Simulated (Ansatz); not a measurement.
A geometry relaxed with CAM-B3LYP-D3(BJ)/def2-TZVP (Ansatz, a program for electronic structure), charge 0, multiplicity 1:

```xyz
14

H     -2.6007    -1.1751     1.3808
Si     0.0869     0.3024     0.5221
H     -1.6430     2.0684     0.2452
Si     2.0259    -0.3082    -0.6321
C     -0.7479     1.7718    -0.3019
H      2.9787     0.8245    -0.7063
H     -1.0430     1.5291    -1.3233
H      0.4757     0.6654     1.9093
H      2.6991    -1.4447     0.0371
Si    -1.3673    -1.5242     0.6372
H      1.6894    -0.7170    -2.0163
H     -0.7187    -2.6696     1.3156
H     -0.0765     2.6298    -0.3408
H     -1.7587    -1.9527    -0.7265
```

Q: Write the SMILES of this molecule.

A: `C[SiH]([SiH3])[SiH3]`
